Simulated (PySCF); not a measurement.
## Assigning NMR signals

Molfile (atoms numbered from 1):
```
C7H13FOSi
     RDKit          3D

 23 23  0  0  0  0  0  0  0  0999 V2000
    3.2347    0.2074   -1.1756 C   0  0  0  0  0  0  0  0  0  0  0  0
    2.3366   -0.7363   -0.3835 C   0  0  0  0  0  0  0  0  0  0  0  0
    0.8613   -0.4076   -0.5616 C   0  0  1  0  0  0  0  0  0  0  0  0
   -0.0900   -1.3906    0.1682 C   0  0  0  0  0  0  0  0  0  0  0  0
   -1.0460    0.0614    0.9405 Si  0  0  2  0  0  4  0  0  0  0  0  0
   -1.0408    0.1174    2.5744 F   0  0  0  0  0  0  0  0  0  0  0  0
   -2.8634    0.4437    0.4527 C   0  0  0  0  0  0  0  0  0  0  0  0
   -3.8217    0.6777    1.5857 C   0  0  0  0  0  0  0  0  0  0  0  0
   -3.2033    0.4904   -0.7069 O   0  0  0  0  0  0  0  0  0  0  0  0
    0.4229    0.9262    0.0965 C   0  0  0  0  0  0  0  0  0  0  0  0
    3.0274    0.1240   -2.2402 H   0  0  0  0  0  0  0  0  0  0  0  0
    4.2821   -0.0322   -1.0084 H   0  0  0  0  0  0  0  0  0  0  0  0
    3.0671    1.2387   -0.8751 H   0  0  0  0  0  0  0  0  0  0  0  0
    2.5900   -0.6796    0.6782 H   0  0  0  0  0  0  0  0  0  0  0  0
    2.5144   -1.7635   -0.7120 H   0  0  0  0  0  0  0  0  0  0  0  0
    0.6246   -0.3883   -1.6269 H   0  0  0  0  0  0  0  0  0  0  0  0
   -0.6143   -2.0667   -0.5011 H   0  0  0  0  0  0  0  0  0  0  0  0
    0.4414   -1.9964    0.9003 H   0  0  0  0  0  0  0  0  0  0  0  0
   -3.8537   -0.2129    2.2099 H   0  0  0  0  0  0  0  0  0  0  0  0
   -3.4500    1.4927    2.2028 H   0  0  0  0  0  0  0  0  0  0  0  0
   -4.8166    0.9099    1.2133 H   0  0  0  0  0  0  0  0  0  0  0  0
    1.1657    1.2873    0.8060 H   0  0  0  0  0  0  0  0  0  0  0  0
    0.2269    1.7243   -0.6138 H   0  0  0  0  0  0  0  0  0  0  0  0
  1  2  1  0
  2  3  1  0
  3  4  1  0
  4  5  1  0
  5  6  1  1
  5  7  1  0
  7  8  1  0
  7  9  2  0
  5 10  1  0
 10  3  1  0
  1 11  1  0
  1 12  1  0
  1 13  1  0
  2 14  1  0
  2 15  1  0
  3 16  1  6
  4 17  1  0
  4 18  1  0
  8 19  1  0
  8 20  1  0
  8 21  1  0
 10 22  1  0
 10 23  1  0
M  END
```

[PySCF 2.14.0 with density-fitted response routines: coordinates at the GFN2-xTB level; NMR shieldings at PBE0/pcSseg-1/GIAO; a single conformation; fast rotation and ring inversion assumed for equivalent nuclei; no relativistic terms; no solvent model]

Referencing at the same level of theory: 13C (σ = 186.93 ppm) and 1H (σ = 31.72 ppm) against TMS.

Task: Assign these signals to the numbered atoms. 13C{1H} NMR (computed): δ 243.5 (C), 42.2 (CH3), 38.4 (CH2), 32.3 (CH2), 30.5 (CH), 14.5 (CH3).

Result: 
| δ (ppm) | atoms | environment | reason |
| --- | --- | --- | --- |
| 243.5 | C7 | carbonyl carbon | – |
| 42.2 | C8 | methyl carbon α to a carbonyl | α to the electron-withdrawing carbonyl group |
| 38.4 | C2 | sp3 CH2 | aliphatic region, no heteroatom directly attached |
| 32.3 | C4/C10 | sp3 CH2 bonded to Si | – |
| 30.5 | C3 | sp3 CH in a ring | a saturated carbon with 3 carbon neighbours and no heteroatom attached |
| 14.5 | C1 | methyl carbon | saturated and bonded to C and H only |

C4/C10 and C3 lie closer than the usual error of such a calculation, so a measured spectrum could show them in the other order.

Task: Assign these signals to the numbered atoms. 1H NMR (300 MHz, computed): δ 2.62 (s, 3H), 2.02 (m, 2H), 1.73 (m, 1H), 1.41 (m, 2H), 1.37 (m, 2H), 0.96 (t, 3H).

Result: 
2.62 → H19/H20/H21, hydrogen on a methyl carbon α to a carbonyl: α to C=O
2.02 → H17/H23, hydrogen on an sp3 CH2 bonded to Si
1.73 → H16, hydrogen on an sp3 CH in a ring
1.41 → H14/H15, hydrogen on an sp3 CH2: far from electronegative atoms and π systems
1.37 → H18/H22, hydrogen on an sp3 CH2 bonded to Si
0.96 → H11/H12/H13, hydrogen on a methyl carbon: far from electronegative atoms and π systems

H14/H15 and H18/H22 lie closer than the usual error of such a calculation, so a measured spectrum could show them in the other order.

Splittings by 19F in the carbon and heteronuclear signals aren't shown, as no couplings were computed. Shifts are as computed. Against solution values, carbons near 30 ppm lie about +3 ppm off and those near 130 ppm about +5 ppm. Of 1309 compounds with measured shifts, 239 miss one by over three times the rms of a fit or turn the order of signals round; such compounds aren't used in these exercises. Multiplicities follow the n + 1 count of equivalent neighbours, as no J values were calculated; m marks all less simple cases, F and P coupling included.
